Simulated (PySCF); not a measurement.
A GIAO shielding run with PySCF (density fitting, non-relativistic, gas phase) on SMILES c1cccc(C=C)c1, C₈H₈:

```
$ OMP_NUM_THREADS=1 python probes_run.py task.json out

{"job": {"kind": "nmr", "xc": "PBE0", "basis": "pcSseg-1"}, "charge": 0, "multiplicity": 1}
C     -2.749388    -0.786097     0.291710
C     -1.884934     0.235311     0.275829
C     -0.431817     0.171450     0.074972
C      0.260075    -1.033969    -0.130100
C      1.637165    -1.043511    -0.315678
C      2.360173     0.151446    -0.301479
C      1.689668     1.355438    -0.099829
C      0.309387     1.362747     0.086158
H     -3.815700    -0.611955     0.451487
H     -2.437537    -1.824290     0.148336
H     -2.279279     1.246799     0.427187
H     -0.287478    -1.978813    -0.144737
H      2.155043    -1.992840    -0.472903
H      3.442848     0.140696    -0.447244
H      2.244246     2.296797    -0.087174
H     -0.212441     2.310789     0.243609
```

Hardware: 1 thread of an Intel Xeon, shared host. The job also computes population analyses, field gradients, ring-centre shieldings.

(1) How large is the calculation?

(2) How long does it take, and how much memory does it need?

(3) And these other runs on the same molecule and hardware: spin–spin coupling at B3LYP/pcJ-1?

## Answers

(1) 56 electrons, 176 basis functions and 904 auxiliary functions.

(2) 21 s of wall time, with 13 SCF cycles and 5 response iterations; peak memory 1.1 GiB. Times on a shared host scatter by some tens of per cent.

(3) B3LYP/pcJ-1: 296 functions, 43 s.
